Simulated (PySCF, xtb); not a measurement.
FH₄N₂NbS, SMILES [S]=[Nb]([NH2])([F])[NH2], multiplicity 1.

GFN2-xTB run with xtb at its own geometry gives an orbital gap of 2.34 eV and a dipole moment of 6.11 D.

Coordinates come from a B3LYP-D3(BJ)/def2-SVP optimisation. The spin state was assumed, not searched. The def2 effective core potentials stand for the cores of Nb; spin–orbit coupling is left out. The values are those of a single conformer.

Q: What does PySCF with PBE/def2-TZVP give? (An estimate is asked for; the answer gives what the named calculation found.)

A: gap 3.78 eV (levels -6.39 and -2.61 eV), dipole 4.18 D.
